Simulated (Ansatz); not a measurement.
Worked example: GaHCl2 + CH3 → GaHCl + CH3Cl

Species: GaHCl2 `[Cl][GaH][Cl]`, singlet; CH3 (methyl radical) `[CH3]`, doublet; GaHCl `[Cl][GaH]`, doublet; CH3Cl (chloromethane) `CCl`, singlet. A radical takes Cl: the energy is the difference in strength between the Ga–Cl bond broken and the C–Cl bond made.

Shapes, held fixed at every level: PBE0-D4/def2-TZVP. Programs: Ansatz 0.2.0. The zero-point and thermal change to 298 K, harmonic and unscaled (PBE0-D4/def2-TZVP), is +9.4 kJ/mol.

At CCSD(T)/def2-TZVPP; 1 Eh = 2625.50 kJ/mol:

| species | energy (Eh) |
| --- | --- |
| GaHCl2 | -2843.625904 |
| CH3 | -39.761719 |
| GaHCl | -2383.796112 |
| CH3Cl | -499.560551 |

Problem. Work out ΔH(298 K) of the reaction at this level.

Solution. 
1. Products less reactants: (-2383.796112) + (-499.560551) − [(-2843.625904) + (-39.761719)] = 0.030960 Eh = +81.3 kJ/mol.
2. With the thermal change: +81.3 + (+9.4) = +90.7 kJ/mol.

Other levels give +46.0 (SPW92/def2-TZVPP) to +128.8 kJ/mol (HF/def2-SVP). No measured value is set beside it here. Open shells run unrestricted. Relativity is left out for Ga. Outer-core shells of Ga are correlated in most correlated rows, in sets that cover them unevenly. The median of the other levels is +82.6 kJ/mol.
